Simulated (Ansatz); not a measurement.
Born–Oppenheimer molecular dynamics of a periodic cell of 67 atoms, Si40H22CF4 (surface Si(100)-2x1, partly H-covered, underside capped with H, adsorbate CF4). It starts from a relaxed structure.

All numbers below come from DFT PBE, scalar-relativistic, plane waves, PAW in Ansatz 0.2.0. Settings: PAW set soft_1, cutoff 420 eV, k mesh 2x1x1, fermi-dirac smearing 0.05 eV, no spin polarisation.

| Item | Value |
| --- | --- |
| ensemble | NVE (velocity Verlet) |
| time step | 0.75 fs |
| steps asked | 90 |
| starting velocities drawn for | 1000 K |
| atoms held | 1 to 24 |
| seed | 996246 |

First frame:

```xyz
67
Lattice="7.6792 0.0000 0.0000 0.0000 15.3584 0.0000 0.0000 0.0000 19.6144" Properties=species:S:1:pos:R:3
H 3.144 0.000 1.000
H 0.696 0.000 1.000
H 6.983 0.000 1.000
H 4.535 0.000 1.000
H 3.144 3.840 1.000
H 0.696 3.840 1.000
H 6.983 3.840 1.000
H 4.535 3.840 1.000
H 3.144 7.679 1.000
H 0.696 7.679 1.000
H 6.983 7.679 1.000
H 4.535 7.679 1.000
H 3.144 11.519 1.000
H 0.696 11.519 1.000
H 6.983 11.519 1.000
H 4.535 11.519 1.000
Si 1.920 0.000 1.865
Si 5.759 0.000 1.865
Si 1.920 3.840 1.865
Si 5.759 3.840 1.865
Si 1.920 7.679 1.865
Si 5.759 7.679 1.865
Si 1.920 11.519 1.865
Si 5.759 11.519 1.865
Si 1.921 1.924 3.160
Si 5.761 1.912 3.173
Si 1.920 5.760 3.279
Si 5.759 5.764 3.273
Si 1.920 9.600 3.163
Si 5.759 9.600 3.162
Si 1.919 13.444 3.283
Si 5.759 13.431 3.268
Si 0.016 1.933 4.499
Si 3.826 1.934 4.498
Si -0.006 5.769 4.688
Si 3.845 5.769 4.688
Si -0.001 9.603 4.478
Si 3.840 9.604 4.480
Si -0.010 13.438 4.687
Si 3.848 13.438 4.687
Si -0.160 0.069 5.995
Si 3.993 0.070 5.992
Si -0.045 3.765 5.967
Si 3.884 3.764 5.966
Si -0.003 7.782 5.958
Si 3.841 7.782 5.959
Si -0.004 11.425 5.959
Si 3.845 11.426 5.961
Si 1.917 0.823 6.651
Si 5.756 0.610 7.543
Si 1.920 3.170 7.109
Si 5.759 3.052 7.214
Si 1.919 8.399 7.173
Si 5.759 8.394 7.182
Si 1.920 10.815 7.175
Si 5.760 10.808 7.184
H 1.920 3.447 8.586
H 5.759 3.733 8.556
H 1.919 7.869 8.580
H 5.760 7.855 8.585
H 1.919 11.345 8.582
H 5.762 11.343 8.588
C 0.485 10.062 11.789
F -0.025 9.088 11.028
F 1.821 10.038 11.710
F 0.037 11.246 11.358
F 0.112 9.878 13.060
```

Q: What does the run give?

A: All steps were run.

| Property | Result |
| --- | --- |
| steps done | 90 |
| time covered | 67.5 fs |
| mean temperature over the second half | 472 K |
| spread of the potential energy over the second half | 3.2 meV per atom |
| mean potential energy of the second half above the start | 44.0 meV per atom |

The conserved energy stayed within 0.25 meV per atom of its start (net change 0.16 meV per atom), so the integration is sound. Over the second half the temperature averaged 0.47 of the 1000 K drawn at the start: a run that starts near a minimum puts about half its kinetic energy into the potential. A run of 0.068 ps of so small a system gives no equilibrium averages. Limits of this set-up: slab without dipole correction, no dispersion correction for a molecule that may bind weakly, a typed lattice constant that wasn't relaxed here.

Q: What happens to the structure?

A: Mean squared displacements from the first frame to the last: H 0.06 Å², Si 0.03 Å², C 0.02 Å², F 0.10 Å². This is one draw of velocities; another would differ in detail.

Q: How do temperature and energy run in time?

A: 
```tsv
time (fs)	T (K)	potential energy less start (eV)	conserved less start (meV/atom)
0	1000	0.000	0.00
2.25	914	0.487	0.13
4.5	802	1.112	0.18
6.75	744	1.429	0.12
9	662	1.883	0.09
11.25	517	2.693	0.14
13.5	417	3.254	0.22
15.75	431	3.163	0.05
18	360	3.567	0.15
20.25	310	3.852	0.21
22.5	368	3.519	0.14
24.75	437	3.135	0.11
27	457	3.027	0.10
29.25	454	3.049	0.21
31.5	539	2.563	0.04
33.75	527	2.637	0.08
36	436	3.147	0.20
38.25	433	3.162	0.15
40.5	460	3.007	0.11
42.75	448	3.074	0.09
45	394	3.379	0.20
47.25	439	3.123	0.12
49.5	485	2.869	0.07
51.75	453	3.054	0.19
54	477	2.915	0.15
56.25	527	2.636	0.12
58.5	544	2.540	0.09
60.75	498	2.800	0.14
63	478	2.913	0.17
65.25	508	2.735	0.05
67.5	455	3.041	0.16
```

Run time: 14 min on 4 threads of Arm Neoverse V2, on a shared host, peak memory 4.4 GiB.
